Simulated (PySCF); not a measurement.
B2Cl4, charge -1, doublet, geometry from GFN2-xTB (a state made from the parent by changing its charge; the spin is typed, not shown lowest); DF-BLYP/6-31G* run with PySCF.

Here is a job for PySCF.
```python
from pyscf import gto, scf, dft

mol = gto.M(
    atom='''
Cl   -1.64291971   -1.65347614   -0.11748101
B    -0.77888530   -0.07509813   -0.06334697
Cl   -1.92412213    1.30955110   -0.17262753
B     0.77888530    0.07509813    0.06334697
Cl    1.92412213   -1.30955110    0.17262753
Cl    1.64291971    1.65347614    0.11748101
''',
    basis='6-31g*',
    charge=-1,
    spin=1,
    verbose=4,
)

mf = dft.UKS(mol)
mf.xc = 'blyp'
mf.diis = False
mf.damp = 0.3
mf.diis_start_cycle = 200
mf.max_cycle = 150
mf = mf.density_fit(auxbasis='def2-universal-jkfit')
mf.kernel()
mf.analyze()
```

The log (banner, timings and long lists left out):

```
PySCF version 2.14.0

[INPUT] verbose = 4
[INPUT] num. atoms = 6
[INPUT] num. electrons = 79
[INPUT] charge = -1
[INPUT] spin (= nelec alpha-beta = 2S) = 1
[INPUT] symmetry False subgroup None
[INPUT] Mole.unit = angstrom
[INPUT] Symbol           X                Y                Z      unit          X                Y                Z       unit  Magmom
[...]
nuclear repulsion = 422.075283643183
number of shells = 44
number of NR pGTOs = 258
number of NR cGTOs = 100
basis = 6-31g*
ecp = {}

******** <class 'pyscf.df.df_jk.DFUKS'> ********
method = DFUKS
initial guess = minao
damping factor = 0.3
level_shift factor = 0
DIIS disabled
SCF conv_tol = 1e-09
SCF conv_tol_grad = None
SCF max_cycles = 150
direct_scf = False
number electrons alpha = 40  beta = 39
XC library pyscf.dft.libxc version 7.1.2
    S. Lehtola, C. Steigemann, M. J. T. Oliveira, and M. A. L. Marques,  SoftwareX 7, 1–5 (2018)
XC functionals = blyp
    A. D. Becke,  Phys. Rev. A 38, 3098 (1988)
    C. Lee, W. Yang, and R. G. Parr,  Phys. Rev. B 37, 785 (1988)
    B. Miehlich, A. Savin, H. Stoll, and H. Preuss,  Chem. Phys. Lett. 157, 200 (1989)
radial grids:
    Treutler-Ahlrichs [JCP 102, 346 (1995); DOI:10.1063/1.469408] (M4) radial grids

becke partition: Becke, JCP 88, 2547 (1988); DOI:10.1063/1.454033
pruning grids: <function nwchem_prune>
grids dens level: 3
symmetrized grids: False
atomic radii adjust function: <function treutler_atomic_radii_adjust>
small_rho_cutoff = 0
Set gradient conv threshold to 3.16228e-05
tot grids = 103616
init E= -1891.02472625761

cycle= 1 E= -1890.5184973294  delta_E= 0.506  |g|= 0.281  |ddm|= 2.17
cycle= 2 E= -1890.56705570483  delta_E= -0.0486  |g|= 0.118  |ddm|= 0.78
cycle= 3 E= -1890.57139595738  delta_E= -0.00434  |g|= 0.0778  |ddm|= 0.377
cycle= 4 E= -1890.57168773931  delta_E= -0.000292  |g|= 0.0752  |ddm|= 0.293
cycle= 5 E= -1890.57117616615  delta_E= 0.000512  |g|= 0.0809  |ddm|= 0.271
cycle= 6 E= -1890.57059388893  delta_E= 0.000582  |g|= 0.0861  |ddm|= 0.279
cycle= 7 E= -1890.56972556135  delta_E= 0.000868  |g|= 0.0946  |ddm|= 0.297
cycle= 8 E= -1890.56892244713  delta_E= 0.000803  |g|= 0.101  |ddm|= 0.319
cycle= 9 E= -1890.56771153781  delta_E= 0.00121  |g|= 0.111  |ddm|= 0.344
cycle= 10 E= -1890.56663952186  delta_E= 0.00107  |g|= 0.117  |ddm|= 0.371
cycle= 11 E= -1890.56495203149  delta_E= 0.00169  |g|= 0.13  |ddm|= 0.401
cycle= 12 E= -1890.56352830791  delta_E= 0.00142  |g|= 0.137  |ddm|= 0.434
[...]
SCF not converged.
Total Energy =                       -1793.713103405922539
[...]
spin_pop of  3 B 3dxy      0.00347
spin_pop of  3 B 3dyz      0.00014
spin_pop of  3 B 3dz^2     0.00045
spin_pop of  3 B 3dxz     -0.00012
spin_pop of  3 B 3dx2-y2    0.00086
spin_pop of  4 Cl 1s       -0.00000
spin_pop of  4 Cl 2s        0.00000
spin_pop of  4 Cl 3s        0.00552
spin_pop of  4 Cl 4s        0.02459
spin_pop of  4 Cl 2px       0.00000
spin_pop of  4 Cl 2py       0.00000
spin_pop of  4 Cl 2pz       0.00000
spin_pop of  4 Cl 3px       0.01464
spin_pop of  4 Cl 3py       0.00099
spin_pop of  4 Cl 3pz       0.00048
spin_pop of  4 Cl 4px       0.01073
spin_pop of  4 Cl 4py       0.03112
spin_pop of  4 Cl 4pz      -0.00024
spin_pop of  4 Cl 3dxy      0.01456
spin_pop of  4 Cl 3dyz      0.00001
spin_pop of  4 Cl 3dz^2     0.00337
spin_pop of  4 Cl 3dxz      0.00020
spin_pop of  4 Cl 3dx2-y2    0.00345
spin_pop of  5 Cl 1s        0.00000
spin_pop of  5 Cl 2s        0.00001
spin_pop of  5 Cl 3s        0.00427
spin_pop of  5 Cl 4s        0.05265
spin_pop of  5 Cl 2px       0.00000
spin_pop of  5 Cl 2py       0.00000
spin_pop of  5 Cl 2pz       0.00000
spin_pop of  5 Cl 3px       0.01056
spin_pop of  5 Cl 3py       0.07079
spin_pop of  5 Cl 3pz       0.00016
spin_pop of  5 Cl 4px       0.04508
spin_pop of  5 Cl 4py       0.53817
spin_pop of  5 Cl 4pz       0.00057
spin_pop of  5 Cl 3dxy      0.01804
spin_pop of  5 Cl 3dyz      0.00014
spin_pop of  5 Cl 3dz^2     0.00284
spin_pop of  5 Cl 3dxz      0.00002
spin_pop of  5 Cl 3dx2-y2    0.00248
 ** Mulliken Spin Density (per atom)  **
spin density of  0 Cl =      0.00007
spin density of  1 B =      0.00511
spin density of  2 Cl =      0.00150
spin density of  3 B =      0.13812
spin density of  4 Cl =      0.10942
spin density of  5 Cl =      0.74578
 ** Mulliken pop alpha/beta on meta-lowdin orthogonal AOs **
 ** Mulliken pop       alpha | beta **
In total            40.00000 | 39.00000
 ** Mulliken atomic charges   ( Nelec_alpha | Nelec_beta ) **
charge of  0Cl =      6.99616  (     5.00195      5.00189 )
charge of  1B =      2.87126  (     1.06693      1.06181 )
charge of  2Cl =      6.99410  (     5.00370      5.00220 )
charge of  3B =     -3.38468  (     4.26140      4.12328 )
charge of  4Cl =     -1.17401  (     9.14172      9.03230 )
charge of  5Cl =    -13.30283  (    15.52430     14.77853 )

WARN: System has nonzero charge -1; the dipole moment is origin-dependent.
Location of origin: [0. 0. 0.]

Dipole moment(X, Y, Z, Debye): -279.47395, -126.69298, -21.65457
```

The run did not converge; its last values are not results.
